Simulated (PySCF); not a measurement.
An unknown shows these calculated signals:

1H NMR (500 MHz, computed): δ 6.19 (m, 1H), 6.09 (m, 2H), 6.07 (m, 2H), 5.84 (m, 1H), 2.88 (s, 3H).

13C{1H} NMR (computed): δ 238.6 (C), 174.1 (C), 118.3 (CH2), 43.1 (CH3).

PySCF 2.14 calculation with GIAO PBE0/pcSseg-1 shieldings and structure optimised with GFN2-xTB; gas phase, one conformer, averaged over atoms made equivalent by symmetry, fast rotation or ring inversion, non-relativistic.

δ = σ(ref) − σ, references computed at the same level: TMS for 1H (31.72 ppm) and 13C (186.93 ppm).

**Question.** Which of these does the molecule contain: an N-methyl group, an amide, a non-aromatic C=C double bond, a Si–H bond, a carboxylic acid?

**Answer.** 
- An N-methyl group: no.
- An amide: no.
- A non-aromatic C=C double bond: yes.
- A Si–H bond: yes (δH 6.07 (m), 6.09 (m)).
- A carboxylic acid: no.

The data belong to SMILES C=C(F)[Si]1(C(C)=O)[SiH2]O[SiH2]1, C4H9FO2Si3; they needn't prove each group on their own.

Carbon signals by region: 2 in the far downfield region (above 160 ppm), 1 in the sp2 and nitrile region (100–160 ppm), 1 below 50 ppm. Above 160 ppm: 238.6, carbonyl carbon, 174.1, fully substituted alkene carbon.

Splittings by 19F in the carbon and heteronuclear signals aren't shown, as no couplings were computed. Shifts are as computed. Against solution values, carbons near 30 ppm lie about +3 ppm off and those near 130 ppm about +5 ppm. Of 1211 compounds with measured shifts, 218 miss one by over three times the rms of a fit or turn the order of signals round; such compounds aren't used in these exercises. Multiplicities follow the n + 1 count of equivalent neighbours, as no J values were calculated; m marks all less simple cases, F and P coupling included.
